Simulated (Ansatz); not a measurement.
Single points on `Cc1csc(-c2sc(-c3sc(-c4sc(-c5sc(-c6sc(-c7sc(-c8sccc8C)cc7C)cc6C)cc5C)cc4C)cc3C)cc2C)c1` with charge +1.

```yaml
crystal:
  periodic: [false, false, false]
  atoms:
    - {symbol: C, position_ang: [12.926899, 1.804459, 3.960574]}
    - {symbol: C, position_ang: [12.773896, 1.366492, 2.530512]}
    - {symbol: C, position_ang: [13.829448, 1.129551, 1.663236]}
    - {symbol: S, position_ang: [13.299935, 0.639644, 0.091142]}
    - {symbol: C, position_ang: [11.607134, 0.740665, 0.560817]}
    - {symbol: C, position_ang: [10.526341, 0.444450, -0.350528]}
    - {symbol: S, position_ang: [8.877324, 0.618022, 0.225904]}
    - {symbol: C, position_ang: [8.200047, 0.112065, -1.310490]}
    - {symbol: C, position_ang: [6.770850, 0.035426, -1.481205]}
    - {symbol: S, position_ang: [5.739236, -0.105506, -0.070283]}
    - {symbol: C, position_ang: [4.275524, -0.082619, -1.038836]}
    - {symbol: C, position_ang: [2.957028, -0.144391, -0.465424]}
    - {symbol: S, position_ang: [1.576185, -0.045958, -1.544467]}
    - {symbol: C, position_ang: [0.428595, -0.165896, -0.221052]}
    - {symbol: C, position_ang: [-0.995056, -0.142516, -0.426581]}
    - {symbol: S, position_ang: [-2.045972, -0.336060, 0.966748]}
    - {symbol: C, position_ang: [-3.499813, -0.190598, -0.006829]}
    - {symbol: C, position_ang: [-4.824509, -0.261324, 0.549906]}
    - {symbol: S, position_ang: [-6.192353, -0.085830, -0.535660]}
    - {symbol: C, position_ang: [-7.353947, -0.264982, 0.766847]}
    - {symbol: C, position_ang: [-8.776971, -0.231222, 0.548669]}
    - {symbol: S, position_ang: [-9.841590, -0.591441, 1.898067]}
    - {symbol: C, position_ang: [-11.280785, -0.336920, 0.933272]}
    - {symbol: C, position_ang: [-12.591315, -0.477167, 1.528122]}
    - {symbol: S, position_ang: [-12.793408, -0.232090, 3.254055]}
    - {symbol: C, position_ang: [-14.483089, -0.582373, 3.169070]}
    - {symbol: C, position_ang: [-14.876905, -0.859492, 1.875044]}
    - {symbol: C, position_ang: [-13.812234, -0.807716, 0.921774]}
    - {symbol: C, position_ang: [-13.992720, -1.103988, -0.539446]}
    - {symbol: C, position_ang: [-10.923284, -0.015675, -0.375396]}
    - {symbol: C, position_ang: [-9.522367, 0.046495, -0.610825]}
    - {symbol: C, position_ang: [-8.932111, 0.387953, -1.949095]}
    - {symbol: C, position_ang: [-6.674756, -0.451274, 1.974075]}
    - {symbol: C, position_ang: [-5.261111, -0.452242, 1.874629]}
    - {symbol: C, position_ang: [-4.352947, -0.632789, 3.056779]}
    - {symbol: C, position_ang: [-3.145043, -0.004769, -1.346416]}
    - {symbol: C, position_ang: [-1.752498, 0.024515, -1.602116]}
    - {symbol: C, position_ang: [-1.175517, 0.215660, -2.975334]}
    - {symbol: C, position_ang: [1.123501, -0.280318, 0.987052]}
    - {symbol: C, position_ang: [2.535859, -0.269127, 0.871978]}
    - {symbol: C, position_ang: [3.459505, -0.375684, 2.051552]}
    - {symbol: C, position_ang: [4.615973, 0.008478, -2.392383]}
    - {symbol: C, position_ang: [6.005866, 0.077465, -2.660574]}
    - {symbol: C, position_ang: [6.573290, 0.211450, -4.044366]}
    - {symbol: C, position_ang: [9.230263, -0.150763, -2.214984]}
    - {symbol: C, position_ang: [10.540144, 0.031253, -1.692582]}
    - {symbol: C, position_ang: [11.782448, -0.207740, -2.502706]}
    - {symbol: C, position_ang: [11.516170, 1.143083, 1.893776]}
    - {symbol: H, position_ang: [12.469182, 1.071053, 4.657252]}
    - {symbol: H, position_ang: [13.991903, 1.917998, 4.239789]}
    - {symbol: H, position_ang: [12.422953, 2.777409, 4.139700]}
    - {symbol: H, position_ang: [14.903085, 1.218942, 1.870824]}
    - {symbol: H, position_ang: [-15.094428, -0.561563, 4.079115]}
    - {symbol: H, position_ang: [-15.912329, -1.110494, 1.603512]}
    - {symbol: H, position_ang: [-14.922139, -1.680603, -0.712257]}
    - {symbol: H, position_ang: [-13.141700, -1.687775, -0.945017]}
    - {symbol: H, position_ang: [-14.067520, -0.175033, -1.145592]}
    - {symbol: H, position_ang: [-11.661041, 0.216185, -1.153453]}
    - {symbol: H, position_ang: [-8.240842, 1.254786, -1.888360]}
    - {symbol: H, position_ang: [-8.347162, -0.457168, -2.370896]}
    - {symbol: H, position_ang: [-9.728690, 0.639362, -2.675399]}
    - {symbol: H, position_ang: [-7.202765, -0.581391, 2.929860]}
    - {symbol: H, position_ang: [-4.939986, -0.763727, 3.985883]}
    - {symbol: H, position_ang: [-3.697389, -1.521922, 2.941285]}
    - {symbol: H, position_ang: [-3.682459, 0.241163, 3.199318]}
    - {symbol: H, position_ang: [-3.895453, 0.110744, -2.141940]}
    - {symbol: H, position_ang: [-1.980637, 0.356129, -3.721819]}
    - {symbol: H, position_ang: [-0.508665, 1.102349, -3.023269]}
    - {symbol: H, position_ang: [-0.567515, -0.657768, -3.293373]}
    - {symbol: H, position_ang: [0.609433, -0.366722, 1.955233]}
    - {symbol: H, position_ang: [2.885322, -0.480171, 2.991759]}
    - {symbol: H, position_ang: [4.108044, 0.520465, 2.149304]}
    - {symbol: H, position_ang: [4.137139, -1.251412, 1.967883]}
    - {symbol: H, position_ang: [3.855923, 0.037803, -3.186724]}
    - {symbol: H, position_ang: [7.007535, -0.745376, -4.407495]}
    - {symbol: H, position_ang: [7.382995, 0.968989, -4.080149]}
    - {symbol: H, position_ang: [5.786969, 0.509879, -4.764732]}
    - {symbol: H, position_ang: [9.052325, -0.509767, -3.235688]}
    - {symbol: H, position_ang: [11.523772, -0.540297, -3.526489]}
    - {symbol: H, position_ang: [12.431020, -0.985641, -2.046823]}
    - {symbol: H, position_ang: [12.401499, 0.710357, -2.590856]}
    - {symbol: H, position_ang: [10.550488, 1.274580, 2.403634]}
basis:
  gaussian: {orbitals: def2-SVP, fitting: {mean_field: def2-universal-jkfit}}
total_charge: 1
magnetization: {spin_polarized: true, initial_magnetization: 1}
hamiltonian: {xc: pbe0, dispersion: d4}
scf: {omitted_lower_state_checks: [starts]}
output: {orbitals: {seedname: orbitals}}
```

The file start.molden holds the orbitals of an earlier run on this structure, at another level or in another basis.

```sh
$ ansatz run in.yaml --threads 4 --pin off --events-out ev --progress --plain --max-ram 46080MiB --backend cuda --devices 0, --max-vram 37GiB
```

Output, abridged:

```
Functional definition: PBE0
4636 factors; integrals over basis functions are off by at most 2.5e-1 eV
mean field evaluation 1: about -128508.6196 eV, gradient 1.1e2 eV
mean field evaluation 2: about -128416.3379 eV, gradient 1.6e2 eV
mean field evaluation 4: about -128568.5881 eV, gradient 2.9e1 eV
mean field evaluation 8: about -128575.8173 eV, gradient 9.3e-1 eV
mean field evaluation 16: about -128575.8090 eV, gradient 4.5e-2 eV
mean field evaluation 32: about -128575.8090 eV, gradient 9.0e-5 eV
mean field -128575.80904387 eV, -4725.0738305486 hartree, gradient 7.0e-5 eV, S^2 0.776791; 0 other end points of the search recorded, 0 dependent functions left out
reference -128575.80914840 eV, -4725.0738343902 hartree; 201, 200 occupied and 673, 674 virtual orbitals, 4636 factors
Total energy: -128579.15927617 eV, -4725.1969493149 hartree
Checks for a lower state left out: starts
```

Run time 30 s (4 threads of AMD EPYC 7R13 on a shared host and a share (37 GiB) of an NVIDIA H100 80GB HBM3), peak host memory 1.6 GiB.

First input, but with `gaussian: {orbitals: def2-SVP, fitting: {mean_field: def2-universal-jkfit}, initial_orbitals: start.molden}`, `hamiltonian: {xc: pbe, dispersion: d4}` (abridged; 18 s):

```
Functional definition: PBE
mean field -128565.34459455 eV, -4724.6892691292 hartree, gradient 2.6e-5 eV, S^2 0.751578
Total energy: -128569.20404679 eV, -4724.8311013830 hartree
Checks for a lower state left out: starts
```

Geometry: PBE-D4/def2-SVP, that of the neutral singlet.

Single mean-field runs in def2-SVP are fitted with def2-universal-jkfit.
